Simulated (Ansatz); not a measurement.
Program: Ansatz. Geometries: PBE0-D4/def2-TZVP. ΔE: electronic, gas phase. CCSD(T)/CBS adds triple-zeta CCSD(T) − MP2 to the extrapolated MP2 energy (def2 sets, frozen cores). Functionals use def2-TZVPP. For Ge, Se outer-core shells are correlated without core-valence functions, which leaves a few kJ/mol of doubt a bond. Scalar relativity is left out up to krypton. One conformer a species, not always the lowest.

Reaction (cleavage of the B–Ge bond): `[BH2][GeH2][SiH2][SiH3]` + `CC[SeH]` → `B[Se]CC` + `[SiH3][SiH2][GeH3]`

`[BH2][GeH2][SiH2][SiH3]`:

Cartesian coordinates in Å:
```
B 0.479 1.855 1.378
Ge -0.143 -0.055 1.736
Si -1.050 -0.806 -0.353
Si 0.574 -0.644 -2.025
H -0.263 2.778 1.532
H 1.565 2.060 0.925
H -1.246 -0.185 2.802
H 0.997 -1.029 2.089
H -2.225 0.034 -0.715
H -1.512 -2.215 -0.212
H 1.771 -1.441 -1.646
H 0.984 0.780 -2.170
H 0.069 -1.131 -3.338
```

`CC[SeH]`:

Z-matrix (Å, degrees):
```
C
C 1 1.512
H 1 1.091 2 111.2
H 1 1.095 2 110.4 3 120.3
H 1 1.092 2 111.2 3 -120.1
Se 2 1.958 1 114.0 3 57.4
H 2 1.090 1 112.1 3 -179.9
H 2 1.092 1 111.4 3 -59.4
H 6 1.469 2 95.0 1 63.4
```

`B[Se]CC`:

```xyz
11

B     1.365   -1.710    0.332
Se    0.105   -1.309   -1.013
C    -0.980    0.072   -0.136
C    -0.349    1.444   -0.211
H     1.311   -1.159    1.389
H     2.190   -2.529    0.069
H    -1.946    0.045   -0.643
H    -1.127   -0.255    0.893
H    -1.001    2.188    0.258
H    -0.179    1.749   -1.245
H     0.612    1.462    0.307
```

`[SiH3][SiH2][GeH3]`:

Z-matrix (Å, degrees):
```
Si
Si 1 2.337
H 1 1.488 2 109.7
H 1 1.488 2 111.3 3 120.4
H 1 1.488 2 109.7 3 -119.2
Ge 2 2.380 1 110.4 3 59.6
H 2 1.490 1 109.9 3 -179.8
H 2 1.490 1 109.9 3 -61.0
H 6 1.538 2 110.2 1 -59.7
H 6 1.538 2 110.2 1 59.6
H 6 1.538 2 111.3 1 179.9
```

| level | ΔE (kJ/mol) |
| --- | --- |
| r2SCAN-D4 | -108.9 |
| PBE0-D4 | -105.8 |
| HF/CBS(def2) | -99.0 |
| CCSD/CBS(def2) | -102.0 |

What does CCSD(T)/CBS give? (An estimate is asked.)

Computed: -105.0 kJ/mol. The listed levels differ from it by -3.9, -0.8, 6.0, 3.0 kJ/mol.

Largest T1 diagnostic among the species: 0.013.

In def2-TZVPP, CCSD(T) changes the Hartree–Fock value by −7.2 kJ/mol (the triples alone add −3.0 kJ/mol) and MP2 by −11.9 kJ/mol.
